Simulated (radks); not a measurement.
Ionisation ladder of tantalum, from Ta I to Ta VI. Each ion is in the ground configuration listed by NIST, and IE = E(next ion) - E(this ion). Method: Dirac Kohn-Sham, LDA (Slater exchange, Perdew-Wang correlation), spin-unpolarised, spherical densities, finite nucleus; open shells fill j = l - 1/2 first; Fermi nuclear charge, rms radius 5.3507 fm; computed with a radial shooting solver on a logarithmic mesh with Libxc functionals.

| species | configuration | E (hartree) | IE, Delta-SCF (eV) | <r> HOMO (bohr) | IE, NIST (eV) | kind | error (eV) |
|---|---|---|---|---|---|---|---|
| Ta I | [Xe] 4f14 5d3 6s2 | -15614.4005 | 8.596 | 2.21 | 7.550 | exp. | +1.046 |
| Ta II | [Xe] 4f14 5d3 6s1 | -15614.0847 | 15.184 | 2.07 | 16.2 | semi-emp. | -1.016 |
| Ta III | [Xe] 4f14 5d3 | -15613.5266 | 24.190 | 1.96 | 23 | theory | +1.090 |
| Ta IV | [Xe] 4f14 5d2 | -15612.6377 | 35.763 | 1.82 | 35 | theory | +0.763 |
| Ta V | [Xe] 4f14 5d1 | -15611.3234 | 48.405 | 1.71 | 48.27 | semi-emp. | +0.133 |
| Ta VI | [Xe] 4f14 | -15609.5446 | 94.573 | 0.636 | 94.01 | semi-emp. | +0.563 |

Reference values: NIST Atomic Spectra Database (exp. = measured, semi-emp. = semi-empirical, theory = theoretical value adopted there). Errors are taken from the NIST values before rounding. The ionisation energy per charge of the ion left behind rises most, in proportion, at Ta VI ([Xe] 4f14), from 9.681 to 15.762 eV. Against the entries that are not theoretical the mean signed error is +2.1 % and the largest +13.9 %. Spin polarisation and multiplet splitting are left out, so open shells lie too high by an amount that depends on their filling.

Beside tabulated values, note that spin-unpolarised runs miss the spin-polarisation part of the exchange energy of open shells.
